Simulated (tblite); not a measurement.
C6H13O3, doublet, at a GFN2-xTB geometry; GFN1-xTB (tblite).

Here is a job for tblite.
```
$ tblite run mol.xyz --method gfn1 --charge 0 --spin 1 --grad --json tblite.json --no-restart

# file mol.xyz
22

C      3.36064233     1.13411996     0.15655927
O      2.62953146     0.11588340     0.78942330
C      2.22133277    -0.94172670    -0.09804301
C      1.25314828    -0.53894923    -1.14089440
O      0.00129196    -0.06426956    -0.88193957
C     -0.48688719    -0.17092261     0.43625535
C     -1.86297788     0.48259182     0.49499214
O     -2.83009356    -0.44972084     0.07609765
C     -4.12156186     0.09347466     0.00147380
H      4.26124644     0.73273269    -0.32464664
H      3.64877088     1.83563462     0.93738071
H      2.75890333     1.65451577    -0.59736372
H      3.10977918    -1.36258816    -0.58736420
H      1.80054811    -1.68820087     0.58400122
H      1.56855606    -0.28421466    -2.13716396
H      0.20109800     0.32322106     1.13334684
H     -0.59097708    -1.22575139     0.72067255
H     -1.87143081     1.36632226    -0.15998179
H     -2.07479961     0.80865985     1.52579531
H     -4.45427923     0.46529645     0.97939490
H     -4.16687391     0.91790725    -0.72102446
H     -4.77855904    -0.71020645    -0.32375694
```

Q: Predict the main parts of the log of this tblite run.

A: 
```
xTB calculator
 | screened Coulomb repulsion
 | Coulomb electrostatics
 |  * isotropic Klopman-Ohno-Mataga-Nishimoto electrostatics
 |  * onsite third-order electrostatics
 | DFT-D3(BJ) dispersion correction

halogen bonding energy    0.0000000000000E+00 Eh
repulsion energy          2.9010930145054E-01 Eh
dispersion energy        -7.8673556001109E-03 Eh
number of electrons       5.5000000000000E+01 e
integral cutoff           1.9731147476801E+01 bohr

------------------------------------------------------------
  cycle        total energy    energy error   density error
------------------------------------------------------------
      1     -33.44184041113  -3.3724082E+01   5.5657076E-01
      2     -33.70762344018  -2.6578303E-01   3.2073376E-01
      3     -33.71170410726  -4.0806671E-03   9.7610725E-02
      4     -33.71396434369  -2.2602364E-03   6.1007600E-03
      5     -33.71407273691  -1.0839323E-04   1.4558541E-03
      6     -33.71407994190  -7.2049918E-06   5.4060255E-04
      7     -33.71408104298  -1.1010777E-06   1.5567372E-04
      8     -33.71408113725  -9.4264877E-08   1.6231698E-05
------------------------------------------------------------

electronic energy        -3.3996323083097E+01 Eh
total energy             -3.3714081137247E+01 Eh

Post processing:
 | Mayer-Wiberg bond orders

[Info] Tight-binding results written to 'tblite.txt'
[Info] JSON dump of results written to 'tblite.json'
```
